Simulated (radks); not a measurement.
The mean radii <r> (bohr) of the occupied orbitals of an atom or ion are listed with their occupations. Method: scalar-relativistic Kohn-Sham, SCAN, spin-polarised, spherical densities, finite nucleus; meta-GGA in the generalised Kohn-Sham scheme; Fermi nuclear charge, rms radius of each element as measured or else 0.836 A^(1/3) + 0.57 fm; computed with a radial shooting solver on a logarithmic mesh with Libxc functionals.

| orbital | occ. | <r> |
|---|---|---|
| 1s up | 1 | 0.02906 |
| 1s down | 1 | 0.02906 |
| 2s up | 1 | 0.1254 |
| 2s down | 1 | 0.1254 |
| 2p up | 3 | 0.1096 |
| 2p down | 3 | 0.1096 |
| 3s up | 1 | 0.3385 |
| 3s down | 1 | 0.3385 |
| 3p up | 3 | 0.3372 |
| 3p down | 3 | 0.3372 |
| 3d up | 5 | 0.3146 |
| 3d down | 5 | 0.3146 |
| 4s up | 1 | 0.8199 |
| 4s down | 1 | 0.8202 |
| 4p up | 3 | 0.8860 |
| 4p down | 3 | 0.8851 |
| 4d up | 5 | 1.085 |
| 4d down | 5 | 1.073 |
| 5s up | 1 | 2.105 |

Name the element and its charge. Open shells, if any, are filled with parallel spins first.

Answer. Z = 50, tin, charge +3: Sn3+ in [Kr] 4d10 5s1. The 1s radius gives Z: for a bare nucleus <r> = (2 gamma + 1)/(2Z) with gamma = sqrt(1 - (Z/c)^2), 0.02862 bohr for Z = 50, and screening makes it slightly larger (0.02906 here). The occupations add up to 47, and the charge is Z minus that.
